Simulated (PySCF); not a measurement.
Two species compared at the same levels of theory.

First species: C₈H₁₁FOSi.
InChI=1S/C8H11FOSi/c1-3-11-10-8(2)6-4-5-7-9/h3H,1-2,5,7,11H2

Second species: C7H13N.
Geometry (GFN2-xTB, Å), atoms numbered from 1 in this order:
```xyz
21
C7H13N angstrom
C      1.6216   -1.0771    0.3052
C      0.7041   -0.1411   -0.4828
C      1.4098    1.2021   -0.6747
C     -0.6755    0.0284    0.2091
C     -1.3814   -1.3249    0.3897
C     -1.5950    0.9603   -0.5959
C     -0.4777    0.6119    1.5203
N     -0.3251    1.0722    2.5561
H      1.2253   -2.0878    0.3491
H      1.7565   -0.7102    1.3209
H      2.5977   -1.1233   -0.1728
H      0.5174   -0.5827   -1.4693
H      1.5328    1.7063    0.2819
H      2.3962    1.0408   -1.1045
H      0.8580    1.8551   -1.3451
H     -1.4454   -1.8360   -0.5688
H     -2.3904   -1.1726    0.7681
H     -0.8528   -1.9605    1.0949
H     -1.2213    1.9806   -0.6038
H     -2.5909    0.9726   -0.1574
H     -1.6727    0.6030   -1.6207
```

Levels: PBE0/pcSseg-1 for dipole moment, HOMO energy, LUMO energy and HOMO–LUMO gap; GFN2-xTB for rotational constant A and rotational constant C. Geometries: GFN2-xTB. All species are isolated and taken at one optimised geometry, non-relativistic unless stated; the electronic structure was computed with PySCF and density fitting.

The conformers computed, where there is a choice (atom-mapped SMILES and torsion angles):
- `[CH2:1]=[CH:2][SiH2:3][O:4][C:5](=[CH2:6])[C:7]#[C:8][CH2:9][CH2:10][F:11]`: C1–C2–Si3–O4 4°, C2–Si3–O4–C5 -64°, Si3–O4–C5–C6 179°, C8–C9–C10–F11 -70°
- `[CH3:1][CH:2]([CH3:3])[C:4]([CH3:5])([CH3:6])[C:7]#[N:8]`: C1–C2–C4–C5 -58°

```json
{"property": "dipole moment", "column X": "3.97 D", "column Y": "3.08 D"}
{"property": "HOMO energy", "column X": "-9.03 eV", "column Y": "-6.57 eV"}
{"property": "LUMO energy", "column X": "1.08 eV", "column Y": "-0.57 eV"}
{"property": "HOMO–LUMO gap", "column X": "10.11 eV", "column Y": "6.00 eV"}
{"property": "rotational constant A", "column X": "2.209 GHz", "column Y": "1.142 GHz"}
{"property": "rotational constant C", "column X": "1.682 GHz", "column Y": "0.525 GHz"}
```

(1) Which column belongs to which species?

(2) How does each property change from the first species to the second?

Results:

(1) Column X is the second species and column Y the first. The first has 22 atoms and 90 electrons, the second 21 and 62.

(2) dipole moment +0.89 D; HOMO energy -2.46 eV; LUMO energy +1.65 eV; HOMO–LUMO gap +4.11 eV; rotational constant A +1.067 GHz; rotational constant C +1.157 GHz.

On the first: The dipole matches unit charges of opposite sign 0.64 Å apart (1 e·Å = 4.8032 D).

On the second: The dipole equals about 13.3 × 10⁻³⁰ C·m (1 D = 3.33564 × 10⁻³⁰ C·m). A dipole of 3.97 D is allowed in Cs, and pure rotational transitions are dipole-allowed.
